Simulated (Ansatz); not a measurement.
Si7Au. Charge 0, multiplicity 2. Geometry PBE0-D4/def2-SVP; atoms count from 1.

Cartesian coordinates in Å:
```
Au -0.330 2.185 -2.225
Si -1.765 -0.378 1.509
Si 1.137 0.508 -1.265
Si 2.006 -1.222 0.120
Si -0.526 -1.267 -0.659
Si 0.602 0.765 1.170
Si 0.251 -1.662 1.691
Si -1.374 1.070 -0.341
```

In the def2 sets Au takes a core potential; there is no spin–orbit coupling. Another isomer (doublet) lies 0.07 eV lower at PBE0-D4/def2-TZVP; other spin states weren't run for this one.

Problem. Estimate the Mulliken populations from the PBE0/def2-TZVP orbitals of Ansatz.

Solution. 
```csv
atom,charge (e),spin (α − β),d electrons
Au1,0.44,0.00,9.60
Si2,0.00,0.12,–
Si3,-0.21,0.09,–
Si4,0.00,0.12,–
Si5,0.01,0.28,–
Si6,0.01,0.28,–
Si7,-0.05,0.04,–
Si8,-0.21,0.09,–
```
Mulliken values depend strongly on the basis.

Problem. Where does the spin sit?

Solution. Summed by element: Au 0.00, Si 1.00, of 1 unpaired in all. Largest on single atoms: Si5 0.28, Si6 0.28, Si2 0.12.

Problem. And the Mayer bond orders between heavy atoms (over 0.3)?

Solution. Au1–Si3 0.62 (2.43 Å); Au1–Si8 0.62 (2.43 Å); Si2–Si5 0.49 (2.65 Å); Si2–Si6 0.49 (2.65 Å); Si2–Si7 0.81 (2.40 Å); Si2–Si8 0.80 (2.38 Å); Si3–Si4 0.80 (2.38 Å); Si3–Si5 0.63 (2.51 Å); Si3–Si6 0.63 (2.51 Å); Si3–Si8 0.43 (2.73 Å); Si4–Si5 0.49 (2.65 Å); Si4–Si6 0.49 (2.65 Å); Si4–Si7 0.81 (2.40 Å); Si5–Si6 0.33 (2.96 Å); Si5–Si7 0.60 (2.51 Å); Si5–Si8 0.63 (2.51 Å); Si6–Si7 0.60 (2.51 Å); Si6–Si8 0.63 (2.51 Å).
